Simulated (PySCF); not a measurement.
# How methods differ on the ionisation energy of Re³¹⁺

Re³¹⁺ [Kr] 4d8 [4d3/2^4 4d5/2^4, M_J = 4] → Re³²⁺ [Kr] 4d7 [4d3/2^4 4d5/2^3, M_J = 9/2], as a difference of total energies. Computed with PySCF 2.14 in an uncontracted even-tempered set (17 s from 2.9 bohr⁻², ratio 2.8; 14 p from 3.8 bohr⁻², ratio 2.8; 9 d from 3.8 bohr⁻², ratio 2.8; 3 f from 18 bohr⁻², ratio 3), with the two-component X2C-1e Hamiltonian. Correlated levels: [Ar] 3d10 frozen; the 92 highest virtual spinors dropped. "Screened" scales the spin-orbit matrix elements by Boettger's factors to mimic the two-electron term; Breit and QED terms are absent.

| method | ionisation energy (eV) |
| --- | --- |
| GHF (spin-free) | 1299.2 |
| GMP2 (spin-free) | 1299.6 |
| GHF (screened spin-orbit) | 1292.9 |
| GMP2 (screened spin-orbit) | 1293.2 |

Breit and QED terms and the two-electron picture change are absent.

The spin-free rows relax to the high-spin LS determinant and lack the spin-orbit shift.

The labels give the starting determinants; with spin-orbit coupling the two ends relaxed to ⟨J²⟩ = 20.00, ⟨L²⟩ = 12.97, ⟨S²⟩ = 1.87 and ⟨J²⟩ = 24.75, ⟨L²⟩ = 15.47, ⟨S²⟩ = 2.72.

For comparison: 1294 ± 4 eV (theoretical estimate listed by NIST; NIST Atomic Spectra Database, ionization energies).
